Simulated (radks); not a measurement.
Ag3+, 44 electrons, occupied as [Ar] 3d10 4s1 4p6 4d8 5p1 (not the ground configuration). Method: Dirac Kohn-Sham, BLYP, spin-unpolarised, spherical densities, finite nucleus; open shells fill j = l - 1/2 first; Fermi nuclear charge, rms radius 4.5454 fm; computed with a radial shooting solver on a logarithmic mesh with Libxc functionals.

Spin-orbit splittings of the eigenvalues, e(l+1/2) - e(l-1/2), with zeta = 2 splitting/(2l+1) and mean radii in bohr:

| shell | occ. | splitting (eV) | zeta (eV) | <r> j=l-1/2 | <r> j=l+1/2 |
|---|---|---|---|---|---|
| 2p | 6 | ? | ? | 0.1141 | 0.1192 |
| 3p | 6 | 30.98 | 20.65 | 0.3599 | 0.3708 |
| 3d | 10 | 6.243 | 2.497 | 0.3435 | 0.3470 |
| 4p | 6 | 5.418 | 3.612 | 0.9538 | 0.9817 |
| 4d | 8 | 0.7352 | 0.2941 | 1.192 | 1.204 |
| 5p | 1 | 0.7148 | 0.4765 | 2.574 | 2.637 |

Estimate the 2p splitting.

Answer. 175.4 eV (zeta = 117.0 eV).
